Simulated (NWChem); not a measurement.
All runs are NWChem calculations. System: BeCl2, charge 0, spin multiplicity 1, at a geometry optimised with PBE/def2-SVP. The structure started from a generated list of species. Level: CR-CCSD(T)/def2-SVP, 11 core orbitals frozen.

Job file:

```
start mol
memory heap 100 mb stack 700 mb global 1900 mb
geometry units angstroms nocenter noautoz
  Be     0.000000     0.000000     0.000000
  Cl     0.000000     0.000000     1.814446
  Cl     0.000000     0.000000    -1.814446
  symmetry group D2h
end
basis spherical
  * library def2-svp
end
scf
  rhf
  nopen 0
  maxiter 100
  thresh 1e-7
  semidirect memsize 60000000 filesize 0
end
tce
  freeze core 11
  cr-ccsd(t)
  2eorb
  2emet 13
  thresh 1e-6
  maxiter 100
  tilesize 24
end
task tce energy
```

Part of the output:

```
             Northwest Computational Chemistry Package (NWChem) 7.3.0
             --------------------------------------------------------

                                NWChem Input Module
                                -------------------

 Scaling coordinates for geometry "geometry" by  1.889725989
 (inverse scale =  0.529177249)

 Turning off AUTOSYM since
 SYMMETRY directive was detected!

                             Geometry "geometry" -> ""
                             -------------------------

 Output coordinates in angstroms (scale by  1.889725989 to convert to a.u.)

  No.       Tag          Charge          X              Y              Z
 ---- ---------------- ---------- -------------- -------------- --------------
    1 Be                   4.0000     0.00000000     0.00000000     0.00000000
    2 Cl                  17.0000     0.00000000     0.00000000     1.81444600
    3 Cl                  17.0000     0.00000000     0.00000000    -1.81444600

 Effective nuclear repulsion energy (a.u.)      81.8069087448

            Nuclear Dipole moment (a.u.)
            ----------------------------
        X                 Y               Z
 ---------------- ---------------- ----------------
     0.0000000000     0.0000000000     0.0000000000

      Symmetry information
      --------------------

 Group name             D2h
 Group number             26
 Group order               8
 No. of unique centers     2

      Symmetry unique atoms

     1    2


 Summary of "ao basis" -> "" (spherical)
 ------------------------------------------------------------------------------
       Tag                 Description            Shells   Functions and Types
 ---------------- ------------------------------  ------  ---------------------
 *                          def2-svp                  on all atoms

 Summary of "ao basis" -> "ao basis" (spherical)
 ------------------------------------------------------------------------------
       Tag                 Description            Shells   Functions and Types
 ---------------- ------------------------------  ------  ---------------------
 Be                         def2-svp                 5        9   3s2p
 Cl                         def2-svp                 8       18   4s3p1d

                                 NWChem SCF Module
                                 -----------------

  ao basis        = "ao basis"
  functions       =    45
  atoms           =     3
  closed shells   =    19
  open shells     =     0
  charge          =   0.00
  wavefunction    = RHF
  use symmetry    = T
  symmetry adapt  = T

 Summary of "ao basis" -> "ao basis" (spherical)
 ------------------------------------------------------------------------------
       Tag                 Description            Shells   Functions and Types
 ---------------- ------------------------------  ------  ---------------------
 Be                         def2-svp                 5        9   3s2p
 Cl                         def2-svp                 8       18   4s3p1d

      Symmetry analysis of basis
      --------------------------

        ag         12
        au          1
        b1g         1
        b1u        11
        b2g         4
        b2u         6
        b3g         4
        b3u         6

 Forming initial guess at       0.0s

      Superposition of Atomic Density Guess
      -------------------------------------

 Sum of atomic energies:        -933.20076527

      Non-variational initial energy
      ------------------------------
[...]
    22      0.202226  2 Cl pz                40     -0.202226  3 Cl pz

 Vector   21  Occ=0.000000D+00  E= 1.047763D-01  Symmetry=b2u
              MO Center= -2.9D-36, -1.3D-20, -1.4D-17, r^2= 4.6D+00
   Bfn.  Coefficient  Atom+Function         Bfn.  Coefficient  Atom+Function
  ----- ------------  ---------------      ----- ------------  ---------------
     8      0.820220  1 Be py                 5     -0.396042  1 Be py
    21     -0.361794  2 Cl py                39     -0.361794  3 Cl py

 Vector   22  Occ=0.000000D+00  E= 1.047763D-01  Symmetry=b3u
              MO Center=  6.8D-20,  6.8D-36,  3.6D-17, r^2= 4.6D+00
   Bfn.  Coefficient  Atom+Function         Bfn.  Coefficient  Atom+Function
  ----- ------------  ---------------      ----- ------------  ---------------
     7      0.820220  1 Be px                 4     -0.396042  1 Be px
    20     -0.361794  2 Cl px                38     -0.361794  3 Cl px

 center of mass
 --------------
 x =   0.00000000 y =   0.00000000 z =   0.00000000

 moments of inertia (a.u.)
 ------------------
         822.237183335282           0.000000000000           0.000000000000
           0.000000000000         822.237183335282           0.000000000000
           0.000000000000           0.000000000000           0.000000000000

  Mulliken analysis of the total density
  --------------------------------------

    Atom       Charge   Shell Charges
 -----------   ------   -------------------------------------------------------
    1 Be   4     3.39   1.99  0.42 -0.05  0.86  0.16
    2 Cl  17    17.30   2.00  1.99  1.20  0.73  5.94  2.10  3.33  0.02
    3 Cl  17    17.30   2.00  1.99  1.20  0.73  5.94  2.10  3.33  0.02

       Multipole analysis of the density wrt the origin
       ------------------------------------------------

     L   x y z        total         open         nuclear
     -   - - -        -----         ----         -------
     0   0 0 0     -0.000000      0.000000     38.000000

     1   1 0 0      0.000000      0.000000      0.000000
     1   0 1 0      0.000000      0.000000      0.000000
     1   0 0 1     -0.000000      0.000000      0.000000

     2   2 0 0    -22.056432      0.000000      0.000000
     2   1 1 0     -0.000000      0.000000      0.000000
     2   1 0 1     -0.000000      0.000000      0.000000
     2   0 2 0    -22.056432      0.000000      0.000000
     2   0 1 1     -0.000000      0.000000      0.000000
     2   0 0 2    -27.662047      0.000000    399.728104

                   NWChem Extensible Many-Electron Theory Module
                   ---------------------------------------------


            General Information
            -------------------
      Number of processors :     1
         Wavefunction type : Restricted Hartree-Fock
          No. of electrons :    38
           Alpha electrons :    19
            Beta electrons :    19
           No. of orbitals :    90
            Alpha orbitals :    45
             Beta orbitals :    45
        Alpha frozen cores :    11
         Beta frozen cores :    11
     Alpha frozen virtuals :     0
      Beta frozen virtuals :     0
         Spin multiplicity : singlet
    Number of AO functions :    45
       Number of AO shells :    21
        Use of symmetry is : on
      Symmetry adaption is : on
         Schwarz screening : 0.10D-09

          Correlation Information
          -----------------------
          Calculation type : Coupled-cluster singles & doubles w/ perturbation
   Perturbative correction : Completely renormalized (T)
            Max iterations :      100
        Residual threshold : 0.10D-05
     T(0) DIIS level shift : 0.00D+00
     L(0) DIIS level shift : 0.00D+00
     T(1) DIIS level shift : 0.00D+00
     L(1) DIIS level shift : 0.00D+00
     T(R) DIIS level shift : 0.00D+00
     T(I) DIIS level shift : 0.00D+00
   CC-T/L Amplitude update :  5-th order DIIS
                I/O scheme : Global Array Library
        L-threshold :  0.10D-05
        EOM-threshold :  0.10D-05
 no EOMCCSD initial starts read in
 TCE RESTART OPTIONS
 SLICE:      F
 D4D5:       F
 quantumc:   F
 qrotation:  F
 pwtce:      F
 qducc:      F
 nacto:                         0
 nrotv:                         0
 nrot:                          0

            Memory Information
            ------------------
          Available GA space size is     249034775 doubles
          Available MA space size is     104854964 doubles

 Maximum block size supplied by input
 Maximum block size        24 doubles

 tile_dim =      6

 -------------------------------------------------

 Global array virtual files algorithm will be used

 Parallel file system coherency ......... OK

 4-electron integrals stored in orbital form

 v2    file size   =            35073
 4-index algorithm nr.  13 is used
 imaxsize =       30
 imaxsize ichop =        0


CCSD iterations
 ---------------------------------------------------------
 Iter          Residuum       Correlation     Cpu    Wall
 ---------------------------------------------------------
    1   0.1040272291717  -0.2872947327122     0.6     0.6
    2   0.0274788573681  -0.3075686365114     0.6     0.6
    3   0.0089327812033  -0.3109797959682     0.6     0.6
    4   0.0032185878280  -0.3118680499960     0.6     0.6
    5   0.0012195830493  -0.3121754099139     0.6     0.6
    6   0.0001914133146  -0.3123437753184     0.6     0.6
    7   0.0000782942062  -0.3123378378158     0.6     0.6
    8   0.0000315811175  -0.3123410854427     0.6     0.6
    9   0.0000163335349  -0.3123415722352     0.6     0.6
   10   0.0000078497974  -0.3123420562990     0.6     0.6
   11   0.0000012331757  -0.3123424173809     0.6     0.6
   12   0.0000004525923  -0.3123424645004     0.6     0.6
 -----------------------------------------------------------------
 Iterations converged
 CCSD correlation energy / hartree =        -0.312342464500368
 CCSD total energy / hartree       =      -933.792943173101321

 Singles contributions

 Doubles contributions
 CR-CCSD(T)

 CR-CCSD[T]  correction energy / hartree =        -0.004842922458842
 CR-CCSD[T] correlation energy / hartree =        -0.317185386959210
 CR-CCSD[T] total energy / hartree       =      -933.797786095560127
 CR-CCSD(T)  correction energy / hartree =        -0.004681188161640
 CR-CCSD(T) correlation energy / hartree =        -0.317023652662009
 CR-CCSD(T) total energy / hartree       =      -933.797624361262933

 Task  times  cpu:        9.8s     wall:        9.8s

 Total times  cpu:        9.8s     wall:        9.8s
```
